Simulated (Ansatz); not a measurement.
Reaction (hydrogenolysis of the Al–C bond): `C[CH2][Al]([OH])[SH]` + H₂ → `[OH][AlH][SH]` + `CC`

Program: Ansatz. Geometries: PBE0-D4/def2-TZVP. ΔE: electronic, gas phase. CCSD(T)/CBS adds triple-zeta CCSD(T) − MP2 to the extrapolated MP2 energy (def2 sets, frozen cores). This one scheme is used for every species. One conformer a species, not always the lowest.

```tsv
species	CCSD(T)/CBS(def2) energy (Eh)
`C[CH2][Al]([OH])[SH]`	-795.40016
H₂	-1.17544
`[OH][AlH][SH]`	-716.86665
`CC`	-79.71954
```

**Question.** Work out ΔE.

**Answer.** ΔE = (-716.86665) + (-79.71954) − (-795.40016) − (-1.17544) = -0.01059 Eh = -27.8 kJ/mol.

Largest T1 diagnostic among the species: 0.012.

In def2-TZVPP, CCSD(T) changes the Hartree–Fock value by +29.5 kJ/mol (the triples alone add +5.3 kJ/mol) and MP2 by +35.3 kJ/mol. From BLYP to BHLYP (50 % exact exchange), in def2-TZVPP and without D4, ΔE moves by −6.2 kJ/mol.
